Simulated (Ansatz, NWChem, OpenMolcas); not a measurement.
**Worked example: GeH3Cl + CBrClF2 → GeH3F + CBrCl2F**

Gas-phase species: GeH3Cl (chlorogermane) `[Cl][GeH3]`, singlet; CBrClF2 `FC(F)(Cl)Br`, singlet; GeH3F (fluorogermane) `[F][GeH3]`, singlet; CBrCl2F (bromodichlorofluoromethane) `FC(Cl)(Cl)Br`, singlet. The partners trade Cl for F: Ge–Cl and C–F bonds give way to Ge–F and C–Cl.

Shapes, held fixed at every level: PBE0-D4/def2-TZVP. Programs: Ansatz 0.2.0, NWChem 7.3.0, OpenMolcas 26.06. A level may come from different programs for different species; with the same settings they agree closely. The zero-point and thermal change to 298 K, harmonic and unscaled (PBE0-D4/def2-TZVP), is -2.1 kJ/mol.

At CCSD(T)/def2-TZVPP; 1 Eh = 2625.50 kJ/mol:

```
species   energy (Eh)
 GeH3Cl  -2537.162724
CBrClF2  -3269.936163
  GeH3F  -2177.169981
CBrCl2F  -3629.912342
```

**Question.** Work out ΔH(298 K) of the reaction at this level.

**Answer.** 
1. Products less reactants: (-2177.169981) + (-3629.912342) − [(-2537.162724) + (-3269.936163)] = 0.016564 Eh = +43.5 kJ/mol.
2. With the thermal change: +43.5 + (-2.1) = +41.4 kJ/mol.

Other levels give +40.3 (B2PLYP/def2-TZVPP) to +67.0 kJ/mol (PBE0/def2-SVP). No measured value is set beside it here. Relativity is left out for Br, Ge. Outer-core shells of Br, Ge are correlated, in sets that cover them unevenly.
